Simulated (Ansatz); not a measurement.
Start from `NC[SiH2]S[SiH3]` and change one atom or group to get `BC[SiH2]S[SiH3]`.

Ansatz, PBE0-D4/def2-TZVP geometries, multiplicity 1. Each molecule was computed in one conformer, which needn't be the lowest.

| property | `NC[SiH2]S[SiH3]` |
| --- | --- |
| LUMO energy (ωB97M-V/def2-TZVPP) / eV | 1.60 |
| HOMO energy (ωB97M-V/def2-TZVPP) / eV | -8.98 |
| HOMO energy (PBE/def2-TZVPP) / eV | -5.34 |
| LUMO energy (PBE/def2-TZVPP) / eV | -0.95 |
| HOMO–LUMO gap (PBE0/def2-TZVPP) / eV | 6.58 |
| LUMO energy (PBE0/def2-TZVPP) / eV | -0.10 |

Question: Give the same properties after the change, and the shifts. (An estimate is asked.)

Answer: The calculation gave: 
| property | `BC[SiH2]S[SiH3]` | shift |
| --- | --- | --- |
| LUMO energy (ωB97M-V/def2-TZVPP) / eV | 0.74 | -0.86 |
| HOMO energy (ωB97M-V/def2-TZVPP) / eV | -9.59 | -0.61 |
| HOMO energy (PBE/def2-TZVPP) / eV | -6.34 | -1.00 |
| LUMO energy (PBE/def2-TZVPP) / eV | -2.06 | -1.11 |
| HOMO–LUMO gap (PBE0/def2-TZVPP) / eV | 6.37 | -0.21 |
| LUMO energy (PBE0/def2-TZVPP) / eV | -1.11 | -1.01 |

With PBE0 the HOMO falls by 0.79 eV and the LUMO falls by 1.01 eV, so the gap narrows by about 0.22 eV. PBE moves the HOMO by -1.00 eV and ωB97M-V by -0.61 eV.
